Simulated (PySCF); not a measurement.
Correlation energy of Te⁺ (tellurium, charge +1)

[Kr] 4d10 5s2 5p2 5d1, one real determinant (an excited configuration). Calculation: PySCF 2.14, in aug-cc-pwCVTZ-DK3 with one added diffuse shell each of s, p, d, f type (11s10p8d5f1g, 125 functions); the spin-free X2C one-electron Hamiltonian (Gaussian nucleus). Frozen: [Ar] 3d10; 23 electrons correlated.

MP2 pair energies summed by pair of shells (mhartree):

| pair | energy | share (%) |
| --- | --- | --- |
| 4d-4d | -341.31 | 43.7 |
| 4p-4d | -128.42 | 16.4 |
| 4d-5s | -80.42 | 10.3 |
| 4d-5p | -47.54 | 6.1 |
| 4p-4p | -41.14 | 5.3 |
| 5s-5p | -30.10 | 3.9 |
| 4s-4d | -27.61 | 3.5 |
| 4s-4p | -15.15 | 1.9 |
| 5s-5d | -13.94 | 1.8 |
| 5s-5s | -13.76 | 1.8 |
| 4p-5s | -10.51 | 1.3 |
| 4d-5d | -7.78 | 1.0 |
| 5p-5d | -7.36 | 0.9 |
| 4p-5p | -5.85 | 0.7 |
| 5p-5p | -4.66 | 0.6 |
| 4s-4s | -3.29 | 0.4 |
| 4s-5s | -1.30 | 0.2 |
| 4s-5p | -0.74 | 0.1 |
| 4p-5d | -0.53 | 0.1 |
| 4s-5d | -0.10 | 0.0 |

Total MP2 correlation energy: -781.53 mhartree.

Same-spin part -272.68 and opposite-spin part -508.85 mhartree; SCS-MP2 scales them by 1/3 and 6/5 to -701.51 mhartree.

The reference is one real determinant that mixes LS terms of this configuration.
